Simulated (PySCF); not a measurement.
GaBr₂, SMILES [Br][Ga+][Br], charge +1.

The structure is a stationary point at B3LYP-D3(BJ)/def2-SVP. The multiplicity is an assumed one; other spin states were not compared. The isomer is the one that the SMILES or the coordinates give; other isomers of the formula were not compared.

All values below come from PySCF with B3LYP-D3(BJ)/def2-SVP.

Frequencies are harmonic and unscaled.

Modes within 1.5 cm⁻¹ of each other (mostly degenerate sets) share a row, with their intensities summed.

Q: Give all harmonic wavenumbers and intensities. (An estimate is asked for; the answer gives what the named calculation found.)

A: 
```csv
mode,ν (cm⁻¹),IR (km/mol),moving atoms (share of kinetic energy)
1–2,86,11.9,"Ga 70 %, Br 30 %"
3,244,0.0,Br 100 %
4,453,48.3,"Ga 70 %, Br 30 %"
```
